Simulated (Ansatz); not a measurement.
Program: Ansatz. Geometries: PBE0-D4/def2-TZVP. ΔE: electronic, gas phase. CBS: MP2 limit from def2 TZ/QZ plus the TZ coupled-cluster correction, frozen cores. This one scheme is used for every species. DFT in def2-TZVPP. Each species was taken in one conformer, which may not be the lowest.

`C[SiH2]SS` + `[F][AlH][F]` → `C[SiH2][Al]([F])[F]` + `SS`  (formal exchange of groups at the Si–S bond)

CCSD(T)/CBS gives +59.4 kJ/mol.

(1) Another level gave +57.4 kJ/mol. Which?
A. HF/def2-TZVPP
B. ωB97M-V/def2-TZVPP
C. PBE-D4/def2-TZVPP
D. PBE/def2-TZVPP

Largest T1 diagnostic among the species: 0.013.

Answers

(1) A. HF/def2-TZVPP 57.4, PBE-D4 46.6, ωB97M-V 62.0, PBE 41.5 kJ/mol.

The D4 term adds +8.3 kJ/mol with B3LYP and +4.4 kJ/mol with PBE0; it sums over pairs of atoms, weighted by their polarisabilities, and B3LYP, whose exchange is more repulsive, gets the larger term. From PBE to PBE0 (25 % exact exchange), in def2-TZVPP and without D4, ΔE moves by +4.2 kJ/mol.

B3LYP here is the variant with VWN-RPA as its local correlation; programs differ in this.
